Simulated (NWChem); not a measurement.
# BeH2Se; SMILES [BeH][SeH]

```xyz
4

Be     0.0181    -1.7547     0.0000
H      0.0248    -3.0813     0.0000
Se     0.0396     0.2879     0.0000
H     -1.4443     0.3107     0.0000
```
Atoms are numbered in this order, from 1.

All runs: NWChem. The geometry was optimised at B3LYP/6-31G* (spherical d).

Task: Taking TPSS/pcseg-2 as the yardstick, which of these has the fewest basis functions while keeping “highest occupied level (eV)” within 0.1 eV of it: TPSS/def2-SVP; TPSS/aug-pcseg-1; TPSS/STO-3G; TPSS/pcseg-1?

Result: TPSS/pcseg-1.
| level | basis functions | highest occupied level (eV) |
|---|---|---|
| TPSS/STO-3G | 25 | -4.37 |
| TPSS/pcseg-1 | 46 | -6.37 |
| TPSS/def2-SVP | 51 | -6.31 |
| TPSS/aug-pcseg-1 | 67 | -6.39 |
| TPSS/pcseg-2 | 86 | -6.38 |

The yardstick is one finite set, not the basis-set limit.
